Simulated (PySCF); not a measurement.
NbO2Br, SMILES [O]=[Nb](=[O])[Br], multiplicity 1. Geometry optimised at PBE-D3(BJ)/def2-SVP. The spin state was assumed, not searched. The def2 effective core potentials stand for the cores of Nb; spin–orbit coupling is left out.

Computed equilibrium geometry at PBE-D3(BJ)/def2-SVP (PySCF confirms it by a frequency run) as bond lengths and angles, and its point group:
point group Cs.
Atoms: Nb1 O2 O3 Br4. Bonded distances (Å): Nb1–O2 1.721, Nb1–O3 1.721, Nb1–Br4 2.488. Angles (°): O2–Nb1–O3 105.8, O2–Nb1–Br4 112.2, O3–Nb1–Br4 112.2.
